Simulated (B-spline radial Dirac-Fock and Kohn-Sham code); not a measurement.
Atomic SCF run for Pd⁶⁺

ΔSCF core binding energies without Breit or QED terms, calculated with a radial finite-basis atomic code. Keys: rel is the Hamiltonian (dirac, or spin-free x2c and nr, where L3 and M5 stand for the whole 2p and 3d shells), method is hf or an exchange,correlation pair (spin-unpolarised, also for the hole states), nuc the nuclear model, radius_factor scales its radius, rmax is the box in bohr, h the logarithmic mesh step, order the B-spline order, points the quadrature points per cell, c_factor scales the speed of light, and damp, ndamp, maxit and tol steer the iteration. The run stops when the commutator error falls below 10·tol·max(1, Z/10), or the numerical noise floor, and the energy has settled to about 1e-8 Ha; the virial ratio is −V/T.

Input (task.json):

```json
{"items": [{"Z": 46, "q": 6, "cfg": [[1, 0, 2], [2, 0, 2], [2, 1, 6], [3, 0, 2], [3, 1, 6], [3, 2, 10], [4, 0, 2], [4, 1, 6], [4, 2, 4]], "A": 106, "rrms": 4.5318, "do": "settings", "holes": ["K", "L3", "M5"],
  "settings": [{"rel": "dirac", "method": "hf", "nuc": "sphere", "radius_factor": 1.0, "rmax": 45.0, "h": 0.3, "order": 8, "points": 10, "c_factor": 1.0, "maxit": 60, "damp": 0.0, "ndamp": 3, "tol": 0.0001}]}]}
```

Command: `python xray2_run.py task.json out`

Ground-state iterations:

```
iter   energy (Ha)        error
   1    -5024.92551133  1.64e+00
   2    -5033.81483417  3.54e-01
   3    -5034.93381274  1.99e-01
   4    -5035.14127830  9.16e-02
   5    -5035.18131538  4.17e-02
   6    -5035.19114708  1.60e-04
   7    -5035.19114732  2.64e-05
```

The ground state converged in 7 iterations, with total energy -5035.19115 Ha, virial ratio 1.95714 and highest orbital energy -100.30 eV. ΔSCF binding energies: K (1s) 24538.0 eV, L3 (2p3/2) 3295.3 eV, M5 (3d5/2) 448.5 eV.
